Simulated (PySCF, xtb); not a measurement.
C₄H₉O, SMILES CC(C)(C)[O], multiplicity 2.

Harmonic wavenumbers (cm⁻¹) from GFN2-xTB run with xtb 6.7.1 at its own minimum, in rising order: 136, 212, 214, 255, 278, 367, 372, 408, 750, 849, 906, 917, 940, 945, 1001, 1031, 1048, 1254, 1328, 1353, 1386, 1434, 1461, 1464, 1471, 1477, 1491, 3034, 3038, 3039, 3041, 3046, 3049, 3052, 3061, 3062.

Problem. What does PBE0-D3(BJ)/def2-SVP (PySCF) give at its own minimum? (Estimate from the structure and the level; the computed values follow.)

Solution. 188, 251, 255, 328, 332, 408, 412, 435, 763, 891, 919, 932, 944, 1003, 1011, 1175, 1198, 1269, 1353, 1357, 1389, 1431, 1446, 1453, 1460, 1462, 1489, 3056, 3060, 3065, 3156, 3161, 3168, 3169, 3174, 3182. Paired by order, the mean absolute difference is 47 cm⁻¹ and the zero-point energies are 74.6 and 76.8 kcal/mol.
